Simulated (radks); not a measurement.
The numbers below are computed, except where a source is named.
Q: Ionisation of the lead ion Pb+, [Hg] 6p1, to Pb2+, [Hg], under several functionals. Scalar-relativistic Kohn-Sham, spin-polarised, spherical densities, finite nucleus; open shells are filled with parallel spins first (spin-orbit coupling, left out, can overturn this in heavy ions); a radial shooting solver on a logarithmic mesh with Libxc functionals. The NIST Atomic Spectra Database gives 15.032 eV (measured). Rank these functionals by the error of their Delta-SCF ionisation energy: HCTH/407; SOGGA; OLYP; SCAN; LDA (Slater exchange, Perdew-Zunger correlation); exchange-only LDA; TASK exchange with Perdew-Wang LDA correlation; revPBE.

A: From best to worst: LDA (Slater exchange, Perdew-Zunger correlation) 13.910 eV (-1.122); SCAN 13.764 eV (-1.268); HCTH/407 13.615 eV (-1.417); SOGGA 13.544 eV (-1.489); revPBE 13.530 eV (-1.503); OLYP 13.354 eV (-1.678); TASK exchange with Perdew-Wang LDA correlation 13.066 eV (-1.967); exchange-only LDA 12.929 eV (-2.104). Open shells are spherical and high-spin; term and fine-structure splittings are not resolved. Spin-orbit splitting is averaged out at the scalar-relativistic level.
